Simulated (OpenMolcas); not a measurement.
## Ti3+: moving or changing the point charges

Ti3+ among 5 point charges of -1 e arranged as a trigonal bipyramid (D3h), 1.95 Å from the ion, with the axial distance 1.774 Å.
```
   1.9500    0.0000    0.0000  -1.00
  -0.9750    1.6887    0.0000  -1.00
  -0.9750   -1.6887    0.0000  -1.00
   0.0000    0.0000    1.7745  -1.00
   0.0000    0.0000   -1.7745  -1.00
```

```json
{
 "Program": "OpenMolcas",
 "Method": "CASSCF",
 "Basis": "ANO-RCC-VDZP [5s4p2d1f]",
 "Scalar Hamiltonian": "DKH2, point nucleus",
 "Active space": "1 electron in 5 orbitals (3d)",
 "State averaging": "2S+1 = 2 even, 5 roots",
 "Spin-orbit coupling": "state interaction with AMFI integrals over the reference wave functions"
}
```

Runs around this geometry, states (labels of D3, the rotations of D3h). Energies in cm-1 above the lowest state or level, χT in cm3 K/mol.

```tsv
R (Å)	q (e)	Axial / equatorial distance	Ground state	First state of that spin	First gap with spin-orbit (degeneracies)	χT at 300 K
1.95	-0.8	0.91	2E	2E 1115	314.6 (2, 2)	0.551
1.86	-1	0.91	2E	2E 1455	304.6 (2, 2)	0.550
1.95	-1	0.91	2E	2E 1445	308.2 (2, 2)	0.548
2.15	-1	0.91	2E	2E 1347	313.5 (2, 2)	0.547
1.95	-1	0.98	2E	2E 253.3	340.4 (2, 2)	0.565
```

Taking the first state of the same spin as R^-n, n = -ln(1347 / 1455) / ln(2.15 / 1.86) = 0.5 between the shortest and longest distance.

Scaling the charges by -0.8 / -1 = 0.80 scales the first state of the same spin by 1115 / 1445 = 0.77; with fixed orbitals a first-order splitting would follow the charge.

An orbital doublet at a regular site is open to a Jahn-Teller distortion, which this geometry leaves out. The ground term spreads over less than 5000 cm-1, several times less than with real ligands, so orbital moments are less quenched and χT lies further from the spin-only value than at real sites (holds for R = 1.95, q = -1, ratio = 0.98). This is an electrostatic model: the charges have no orbitals. No measured value stands beside these numbers.
